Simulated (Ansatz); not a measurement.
Geometry optimisation, RHF/def2-SVP (Ansatz 0.2.0).

Input file:

```yaml
crystal:
  periodic: [false, false, false]
  atoms:
    - { symbol: Zr, position_ang: [0.172466, -0.403848, -0.677233] }
    - { symbol: Cl, position_ang: [0.785967, 0.292949, 2.925062] }
    - { symbol: F, position_ang: [1.890253, 0.430142, -0.823576] }
    - { symbol: O, position_ang: [-1.224023, 0.82734, -0.249592] }
    - { symbol: H, position_ang: [-1.867846, 1.463616, 0.004468] }
    - { symbol: F, position_ang: [-0.224565, -1.136119, -2.400073] }
    - { symbol: O, position_ang: [0.246507, -1.999784, 0.563786] }
    - { symbol: Al, position_ang: [0.397134, -3.65243, 0.954083] }
    - { symbol: H, position_ang: [1.118394, -4.620579, -0.051799] }
    - { symbol: H, position_ang: [-0.186982, -4.105196, 2.347787] }
    - { symbol: H, position_ang: [0.390894, -0.88079, 2.463786] }
basis:
  gaussian: { orbitals: def2-SVP }
hamiltonian:
  xc: hf
relax:
  f_tol: 0.03
  max_steps: 50
```

Run as:

```bash
$ ansatz run input.yaml --threads 4 --pin off --max-ram 5120MiB --backend cpu --events-out ev --progress --plain --runs-dir out
```

Question: Where does it end, and by what steps?

Answer: The forces met the threshold. The force dipped under the threshold on the way, but the program's further checks kept it going. After 21 steps the energy has fallen by 0.158 eV; H11 moved furthest, 0.86 Å.

```json
{"step": "0", "energy less start (eV)": "0.0000", "largest force component (eV/Å)": "1.219", "accepted": "yes"}
{"step": "1", "energy less start (eV)": "-0.0728", "largest force component (eV/Å)": "0.482", "accepted": "yes"}
{"step": "2", "energy less start (eV)": "-0.0849", "largest force component (eV/Å)": "0.327", "accepted": "yes"}
{"step": "3", "energy less start (eV)": "-0.0861", "largest force component (eV/Å)": "0.522", "accepted": "yes"}
{"step": "4", "energy less start (eV)": "-0.1037", "largest force component (eV/Å)": "0.072", "accepted": "yes"}
{"step": "5", "energy less start (eV)": "-0.1108", "largest force component (eV/Å)": "0.079", "accepted": "yes"}
{"step": "6", "energy less start (eV)": "-0.1155", "largest force component (eV/Å)": "0.441", "accepted": "yes"}
{"step": "7", "energy less start (eV)": "-0.1015", "largest force component (eV/Å)": "0.772", "accepted": "no"}
{"step": "8", "energy less start (eV)": "-0.1324", "largest force component (eV/Å)": "0.161", "accepted": "yes"}
{"step": "9", "energy less start (eV)": "-0.1421", "largest force component (eV/Å)": "0.089", "accepted": "yes"}
{"step": "10", "energy less start (eV)": "-0.1425", "largest force component (eV/Å)": "0.082", "accepted": "yes"}
{"step": "11", "energy less start (eV)": "-0.1252", "largest force component (eV/Å)": "0.868", "accepted": "no"}
{"step": "12", "energy less start (eV)": "-0.1502", "largest force component (eV/Å)": "0.055", "accepted": "yes"}
{"step": "13", "energy less start (eV)": "-0.1501", "largest force component (eV/Å)": "0.334", "accepted": "no"}
{"step": "14", "energy less start (eV)": "-0.1531", "largest force component (eV/Å)": "0.042", "accepted": "yes"}
{"step": "15", "energy less start (eV)": "-0.1551", "largest force component (eV/Å)": "0.062", "accepted": "yes"}
{"step": "16", "energy less start (eV)": "-0.1532", "largest force component (eV/Å)": "0.211", "accepted": "no"}
{"step": "17", "energy less start (eV)": "-0.1564", "largest force component (eV/Å)": "0.035", "accepted": "yes"}
{"step": "18", "energy less start (eV)": "-0.1574", "largest force component (eV/Å)": "0.025", "accepted": "yes"}
{"step": "19", "energy less start (eV)": "-0.1579", "largest force component (eV/Å)": "0.065", "accepted": "yes"}
{"step": "20", "energy less start (eV)": "-0.1580", "largest force component (eV/Å)": "0.036", "accepted": "yes"}
{"step": "21", "energy less start (eV)": "-0.1582", "largest force component (eV/Å)": "0.013", "accepted": "yes"}
```

```xyz
11
Properties=species:S:1:pos:R:3
Zr 0.188 -0.424 -0.865
Cl 1.103 -0.016 2.759
F 1.879 0.479 -0.695
O -1.281 0.632 -0.218
H -1.974 1.190 0.084
F -0.086 -0.724 -2.742
O 0.251 -2.161 -0.012
Al 0.392 -3.600 0.886
H 1.016 -4.881 0.223
H -0.140 -3.589 2.373
H 0.149 -0.691 3.264
```

Whether the end is a true minimum wasn't checked by a vibrational analysis.

The run took 69 s on 4 threads of Intel(R) Xeon(R) Platinum 8259CL CPU @ 2.50GHz (Skylake/Cascade Lake) (shared host), peak memory 0.43 GiB.
